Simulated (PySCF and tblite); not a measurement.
Values are calculated unless marked as measured or tabulated.
System: C8H7N, numbered as in [N:1]#[C:2][CH:3]1[CH:4]=[CH:5][CH:6]=[CH:7][CH:8]=[CH:9]1.

The path came from a restrained scan, a climbing-image band and a saddle search at GFN2-xTB; energies are PBE0/pcSseg-1 + D3(BJ)//GFN2-xTB, thermal terms GFN2-xTB. Rate constants are transition-state-theory values, counting equivalent paths, without tunnelling. Programs: tblite and PySCF.

(1) How high is the barrier to the inversion of the 7-membered ring (3–4–5–6–7–8–9), through which structure does it pass, and what rate follows at 298 K?

Results:

(1) The electronic barrier is 8.3 kcal/mol and ΔG‡(298 K) 8.9 kcal/mol, over a Cs saddle with an imaginary mode of 64i cm⁻¹ (GFN2-xTB). With 1 equivalent path, k is 1.9×10⁶ s⁻¹, a mean lifetime of the start of 520 ns against this motion. The end lies 1.7 kcal/mol above the start in free energy.
